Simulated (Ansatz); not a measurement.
Mulliken charges of CH$_{5}$Cl$_{2}$GaSe, SMILES `[CH3][Ga-]([Cl])([Cl])[SeH2+]` from B3LYP/def2-TZVPP in Ansatz (PBE0-D4/def2-TZVP geometry).

| atom | x (Å) | y (Å) | z (Å) | charge (e) |
| --- | --- | --- | --- | --- |
| C1 | -1.385 | -0.651 | -0.018 | -0.378 |
| Ga2 | 0.549 | -0.798 | -0.260 | 0.525 |
| Cl3 | 1.765 | -1.788 | 1.244 | -0.329 |
| Cl4 | 1.393 | -0.900 | -2.260 | -0.329 |
| Se5 | 1.576 | 1.645 | 0.252 | 0.031 |
| H6 | -1.844 | -1.622 | -0.215 | 0.109 |
| H7 | -1.623 | -0.358 | 1.005 | 0.099 |
| H8 | -1.805 | 0.077 | -0.714 | 0.099 |
| H9 | 0.844 | 1.909 | 1.499 | 0.086 |
| H10 | 0.613 | 2.435 | -0.529 | 0.086 |

Question: By hand: the dipole of these point charges (1 e Å = 4.8032 D).

Answer: Σ q r = (-0.593, 0.931, 0.301) e Å, of length 1.144 e Å = 5.49 D.

Question: How does the dipole of the full density compare? (Estimate.)

Answer: Ansatz gave: (-0.429, 0.921, 0.281) e Å, 5.06 D; the point charges give 1.08 times that, at 7° from its direction.

Point charges leave out the atoms' own dipoles, such as those of lone pairs, and Mulliken's split depends on the basis, so the close match here is no proof of good charges.

B3LYP here is the variant with VWN-RPA as its local correlation; programs differ in this.
